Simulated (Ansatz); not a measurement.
Geometry optimisation of the cluster LiB₇⁻.

```yaml
crystal:
  periodic: [false, false, false]
  atoms:
    - {symbol: Li, position_ang: [0.181710, -0.185060, 2.392360]}
    - {symbol: B, position_ang: [-0.665580, -1.436820, 0.925150]}
    - {symbol: B, position_ang: [-0.177320, 1.566700, -1.366780]}
    - {symbol: B, position_ang: [0.713540, -1.299880, 0.247370]}
    - {symbol: B, position_ang: [1.148410, 0.862090, -1.513280]}
    - {symbol: B, position_ang: [-1.251110, 1.052750, -0.433740]}
    - {symbol: B, position_ang: [-1.418290, -0.166020, 0.482710]}
    - {symbol: B, position_ang: [1.468630, -0.393760, -0.733800]}
basis:
  gaussian: {orbitals: def2-SVPD}
total_charge: -1
magnetization: {spin_polarized: true, initial_magnetization: 1}
hamiltonian: {xc: {name: B3LYP}, dispersion: d4}
scf: {lower_state_search: "off"}
output: {orbitals: {seedname: orbitals}}
relax: {f_tol: 0.02, max_steps: 100}
```

```sh
$ ansatz run in.yaml --threads 4 --pin off --events-out ev --progress --plain --max-ram 4787MiB
```

Output, abridged:

```
Functional definition: B3LYP
mean field -4927.69437642 eV, -181.0894282223 hartree, gradient 2.9e-6 eV, S^2 0.806423; 0 other end points of the search recorded, 0 dependent functions left out
relax step   1: F+E_penalty+E_count = -4928.32110729 eV  Δ(F+E_penalty+E_count) = +0.000e0 eV  max|allowed force component| = 1.225e0 eV/Å  Δτ_max = 0.0000 Å  (162 SCF iters, accepted)
mean field -4928.17408264 eV, -181.1070571005 hartree, gradient 9.4e-6 eV, S^2 0.764530; 0 other end points of the search recorded, 0 dependent functions left out
relax step   2: F+E_penalty+E_count = -4928.79548702 eV  Δ(F+E_penalty+E_count) = -4.744e-1 eV  max|allowed force component| = 2.082e0 eV/Å  Δτ_max = 0.1949 Å  (117 SCF iters, accepted)
mean field -4928.61915839 eV, -181.1234133326 hartree, gradient 1.9e-6 eV, S^2 0.765228; 0 other end points of the search recorded, 0 dependent functions left out
relax step   3: F+E_penalty+E_count = -4929.23484532 eV  Δ(F+E_penalty+E_count) = -4.394e-1 eV  max|allowed force component| = 1.620e0 eV/Å  Δτ_max = 0.1952 Å  (35 SCF iters, accepted)
mean field -4928.91689293 eV, -181.1343548753 hartree, gradient 2.9e-6 eV, S^2 0.765313; 0 other end points of the search recorded, 0 dependent functions left out
relax step   4: F+E_penalty+E_count = -4929.51051595 eV  Δ(F+E_penalty+E_count) = -2.757e-1 eV  max|allowed force component| = 1.380e0 eV/Å  Δτ_max = 0.1967 Å  (35 SCF iters, accepted)
mean field -4929.16993233 eV, -181.1436539019 hartree, gradient 1.5e-6 eV, S^2 0.764722; 0 other end points of the search recorded, 0 dependent functions left out
relax step   5: F+E_penalty+E_count = -4929.75548926 eV  Δ(F+E_penalty+E_count) = -2.450e-1 eV  max|allowed force component| = 1.147e0 eV/Å  Δτ_max = 0.1552 Å  (35 SCF iters, accepted)
mean field -4929.30882048 eV, -181.1487579470 hartree, gradient 1.9e-6 eV, S^2 0.763454; 0 other end points of the search recorded, 0 dependent functions left out
relax step   6: F+E_penalty+E_count = -4929.92574754 eV  Δ(F+E_penalty+E_count) = -1.703e-1 eV  max|allowed force component| = 1.168e0 eV/Å  Δτ_max = 0.1951 Å  (33 SCF iters, accepted)
mean field -4929.53117369 eV, -181.1569292770 hartree, gradient 9.8e-6 eV, S^2 0.762308; 0 other end points of the search recorded, 0 dependent functions left out
relax step   7: F+E_penalty+E_count = -4930.10354636 eV  Δ(F+E_penalty+E_count) = -1.778e-1 eV  max|allowed force component| = 8.587e-1 eV/Å  Δτ_max = 0.1943 Å  (27 SCF iters, accepted)
mean field -4929.54057383 eV, -181.1572747257 hartree, gradient 3.0e-6 eV, S^2 0.761360; 0 other end points of the search recorded, 0 dependent functions left out
relax step   8: F+E_penalty+E_count = -4930.13519591 eV  Δ(F+E_penalty+E_count) = -3.165e-2 eV  max|allowed force component| = 9.748e-1 eV/Å  Δτ_max = 0.1627 Å  (29 SCF iters, accepted)
mean field -4929.59727760 eV, -181.1593585508 hartree, gradient 2.9e-6 eV, S^2 0.760930; 0 other end points of the search recorded, 0 dependent functions left out
relax step   9: F+E_penalty+E_count = -4930.15853353 eV  Δ(F+E_penalty+E_count) = -2.334e-2 eV  max|allowed force component| = 6.687e-1 eV/Å  Δτ_max = 0.0562 Å  (30 SCF iters, accepted)
mean field -4929.57603789 eV, -181.1585780058 hartree, gradient 2.3e-6 eV, S^2 0.760981; 0 other end points of the search recorded, 0 dependent functions left out
relax step  10: F+E_penalty+E_count = -4930.16329656 eV  Δ(F+E_penalty+E_count) = -4.763e-3 eV  max|allowed force component| = 7.958e-1 eV/Å  Δτ_max = 0.0617 Å  (34 SCF iters, accepted)
mean field -4929.60522910 eV, -181.1596507632 hartree, gradient 4.0e-6 eV, S^2 0.761121; 0 other end points of the search recorded, 0 dependent functions left out
relax step  11: F+E_penalty+E_count = -4930.18573416 eV  Δ(F+E_penalty+E_count) = -2.244e-2 eV  max|allowed force component| = 4.234e-1 eV/Å  Δτ_max = 0.0450 Å  (30 SCF iters, accepted)
mean field -4929.59643215 eV, -181.1593274811 hartree, gradient 3.0e-6 eV, S^2 0.761020; 0 other end points of the search recorded, 0 dependent functions left out
relax step  12: F+E_penalty+E_count = -4930.18504263 eV  Δ(F+E_penalty+E_count) = +6.915e-4 eV  max|allowed force component| = 6.682e-1 eV/Å  Δτ_max = 0.0166 Å  (28 SCF iters, rejected (line search))
mean field -4929.60278322 eV, -181.1595608786 hartree, gradient 2.0e-6 eV, S^2 0.761060; 0 other end points of the search recorded, 0 dependent functions left out
relax step  13: F+E_penalty+E_count = -4930.18760860 eV  Δ(F+E_penalty+E_count) = -1.874e-3 eV  max|allowed force component| = 1.519e-1 eV/Å  Δτ_max = 0.0081 Å  (30 SCF iters, accepted)
mean field -4929.60378866 eV, -181.1595978280 hartree, gradient 2.4e-6 eV, S^2 0.761060; 0 other end points of the search recorded, 0 dependent functions left out
relax step  14: F+E_penalty+E_count = -4930.18793418 eV  Δ(F+E_penalty+E_count) = -3.256e-4 eV  max|allowed force component| = 6.990e-2 eV/Å  Δτ_max = 0.0050 Å  (28 SCF iters, accepted)
mean field -4929.60474070 eV, -181.1596328146 hartree, gradient 2.4e-6 eV, S^2 0.761085; 0 other end points of the search recorded, 0 dependent functions left out
relax step  15: F+E_penalty+E_count = -4930.18818099 eV  Δ(F+E_penalty+E_count) = -2.468e-4 eV  max|allowed force component| = 3.200e-2 eV/Å  Δτ_max = 0.0056 Å  (31 SCF iters, accepted)
mean field -4929.60475024 eV, -181.1596331654 hartree, gradient 1.3e-6 eV, S^2 0.761087; 0 other end points of the search recorded, 0 dependent functions left out
relax step  16: F+E_penalty+E_count = -4930.18824897 eV  Δ(F+E_penalty+E_count) = -6.798e-5 eV  max|allowed force component| = 2.250e-2 eV/Å  Δτ_max = 0.0038 Å  (25 SCF iters, accepted)
mean field -4929.60500988 eV, -181.1596427066 hartree, gradient 2.7e-6 eV, S^2 0.761090; 0 other end points of the search recorded, 0 dependent functions left out
relax step  17: F+E_penalty+E_count = -4930.18827537 eV  Δ(F+E_penalty+E_count) = -2.640e-5 eV  max|allowed force component| = 1.426e-2 eV/Å  Δτ_max = 0.0029 Å  (24 SCF iters, accepted)
mean field -4929.60521134 eV, -181.1596501104 hartree, gradient 2.2e-6 eV, S^2 0.761086; 0 other end points of the search recorded, 0 dependent functions left out
relax step  18: F+E_penalty+E_count = -4930.18829958 eV  Δ(F+E_penalty+E_count) = -2.421e-5 eV  max|allowed force component| = 1.895e-2 eV/Å  Δτ_max = 0.0021 Å  (24 SCF iters, accepted)
mean field -4929.60929904 eV, -181.1598003304 hartree, gradient 2.6e-6 eV, S^2 0.761008; 0 other end points of the search recorded, 0 dependent functions left out
relax step  19: F+E_penalty+E_count = -4930.18890466 eV  Δ(F+E_penalty+E_count) = -6.051e-4 eV  max|allowed force component| = 1.620e-1 eV/Å  Δτ_max = 0.0366 Å  (31 SCF iters, accepted)
mean field -4929.61961010 eV, -181.1601792550 hartree, gradient 1.9e-6 eV, S^2 0.760872; 0 other end points of the search recorded, 0 dependent functions left out
[...]
mean field -4929.71418579 eV, -181.1636548474 hartree, gradient 2.1e-6 eV, S^2 0.904012; 0 other end points of the search recorded, 0 dependent functions left out
relax step  23: F+E_penalty+E_count = -4930.25446110 eV  Δ(F+E_penalty+E_count) = -6.221e-2 eV  max|allowed force component| = 6.920e-1 eV/Å  Δτ_max = 0.1000 Å  (44 SCF iters, accepted)
mean field -4929.73129152 eV, -181.1642834714 hartree, gradient 1.7e-6 eV, S^2 1.078551; 0 other end points of the search recorded, 0 dependent functions left out
relax step  24: F+E_penalty+E_count = -4930.27209111 eV  Δ(F+E_penalty+E_count) = -1.763e-2 eV  max|allowed force component| = 1.022e0 eV/Å  Δτ_max = 0.0964 Å  (47 SCF iters, accepted)
mean field -4929.68859337 eV, -181.1627143435 hartree, gradient 1.9e-6 eV, S^2 0.976989; 0 other end points of the search recorded, 0 dependent functions left out
relax step  25: F+E_penalty+E_count = -4930.24595272 eV  Δ(F+E_penalty+E_count) = +2.614e-2 eV  max|allowed force component| = 1.088e0 eV/Å  Δτ_max = 0.0979 Å  (39 SCF iters, rejected (line search))
mean field -4929.79885383 eV, -181.1667663407 hartree, gradient 3.5e-6 eV, S^2 1.035996; 0 other end points of the search recorded, 0 dependent functions left out
relax step  26: F+E_penalty+E_count = -4930.34613278 eV  Δ(F+E_penalty+E_count) = -7.404e-2 eV  max|allowed force component| = 2.905e-1 eV/Å  Δτ_max = 0.0485 Å  (37 SCF iters, accepted)
mean field -4929.83616144 eV, -181.1681373698 hartree, gradient 2.8e-6 eV, S^2 1.055572; 0 other end points of the search recorded, 0 dependent functions left out
relax step  27: F+E_penalty+E_count = -4930.35801036 eV  Δ(F+E_penalty+E_count) = -1.188e-2 eV  max|allowed force component| = 3.136e-1 eV/Å  Δτ_max = 0.1000 Å  (34 SCF iters, accepted)
mean field -4929.88690740 eV, -181.1700022494 hartree, gradient 2.0e-6 eV, S^2 1.025411; 0 other end points of the search recorded, 0 dependent functions left out
relax step  28: F+E_penalty+E_count = -4930.40610941 eV  Δ(F+E_penalty+E_count) = -4.810e-2 eV  max|allowed force component| = 9.170e-1 eV/Å  Δτ_max = 0.1103 Å  (37 SCF iters, accepted)
mean field -4929.94877730 eV, -181.1722759267 hartree, gradient 6.9e-6 eV, S^2 1.028067; 0 other end points of the search recorded, 0 dependent functions left out
relax step  29: F+E_penalty+E_count = -4930.46688925 eV  Δ(F+E_penalty+E_count) = -6.078e-2 eV  max|allowed force component| = 7.672e-1 eV/Å  Δτ_max = 0.0841 Å  (31 SCF iters, accepted)
mean field -4930.04287600 eV, -181.1757339901 hartree, gradient 1.9e-6 eV, S^2 0.999887; 0 other end points of the search recorded, 0 dependent functions left out
relax step  30: F+E_penalty+E_count = -4930.54683848 eV  Δ(F+E_penalty+E_count) = -7.995e-2 eV  max|allowed force component| = 1.759e-1 eV/Å  Δτ_max = 0.1808 Å  (37 SCF iters, accepted)
mean field -4930.01800317 eV, -181.1748199304 hartree, gradient 2.7e-6 eV, S^2 0.836460; 0 other end points of the search recorded, 0 dependent functions left out
relax step  31: F+E_penalty+E_count = -4930.52244763 eV  Δ(F+E_penalty+E_count) = +2.439e-2 eV  max|allowed force component| = 6.034e-1 eV/Å  Δτ_max = 0.1992 Å  (44 SCF iters, rejected (line search))
mean field -4930.06181806 eV, -181.1764300978 hartree, gradient 6.8e-6 eV, S^2 0.989499; 0 other end points of the search recorded, 0 dependent functions left out
relax step  32: F+E_penalty+E_count = -4930.57261479 eV  Δ(F+E_penalty+E_count) = -2.578e-2 eV  max|allowed force component| = 7.484e-2 eV/Å  Δτ_max = 0.0993 Å  (31 SCF iters, accepted)
mean field -4930.06437186 eV, -181.1765239483 hartree, gradient 2.1e-6 eV, S^2 0.990801; 0 other end points of the search recorded, 0 dependent functions left out
relax step  33: F+E_penalty+E_count = -4930.57650951 eV  Δ(F+E_penalty+E_count) = -3.895e-3 eV  max|allowed force component| = 2.647e-2 eV/Å  Δτ_max = 0.0493 Å  (31 SCF iters, accepted)
mean field -4930.06474508 eV, -181.1765376639 hartree, gradient 2.8e-6 eV, S^2 0.991132; 0 other end points of the search recorded, 0 dependent functions left out
relax step  34: F+E_penalty+E_count = -4930.57661076 eV  Δ(F+E_penalty+E_count) = -1.013e-4 eV  max|allowed force component| = 3.507e-2 eV/Å  Δτ_max = 0.0040 Å  (33 SCF iters, accepted)
mean field -4930.06473320 eV, -181.1765372274 hartree, gradient 2.0e-6 eV, S^2 0.991191; 0 other end points of the search recorded, 0 dependent functions left out
relax step  35: F+E_penalty+E_count = -4930.57665639 eV  Δ(F+E_penalty+E_count) = -4.563e-5 eV  max|allowed force component| = 7.804e-3 eV/Å  Δτ_max = 0.0016 Å  (25 SCF iters, accepted)
Total energy: -4930.57689570 eV, -181.1953588521 hartree
Atom 0 at     0.500488     0.599910     1.261558 Å, force    -0.000765     0.000313     0.000663 eV/Å
Atom 1 at    -0.887239    -1.808110     1.142701 Å, force     0.005980    -0.003348    -0.001103 eV/Å
Atom 2 at    -0.091156     2.080330    -1.010007 Å, force     0.007804     0.002000    -0.002863 eV/Å
Atom 3 at     0.422594    -1.598662     0.386441 Å, force    -0.001168     0.001490     0.001752 eV/Å
Atom 4 at     0.946234     0.960277    -1.031685 Å, force    -0.001342     0.003716     0.001054 eV/Å
Atom 5 at    -0.878561     0.861499    -0.489534 Å, force    -0.003211     0.000047    -0.001729 eV/Å
Atom 6 at    -1.164450    -0.552390     0.293753 Å, force    -0.001897    -0.001971     0.001930 eV/Å
Atom 7 at     1.152080    -0.542855    -0.553237 Å, force    -0.005400    -0.002245     0.000295 eV/Å
Dipole moment:     0.457865     0.228664     0.557143 e Å
Checks for a lower state left out: stability, starts, cluster_reference, orbital_swaps, neighbouring_geometries, increment
```

It took 2.4 min on 4 threads of Arm Neoverse V1 on a shared host, peak host memory 0.61 GiB.

The charge -1 doublet is spin-contaminated (final ⟨S²⟩ up to 0.99, 0.75 for a pure state). Another isomer (doublet) lies 1.61 eV lower at PBE0-D4/def2-TZVPD; other spin states weren't run for this one.
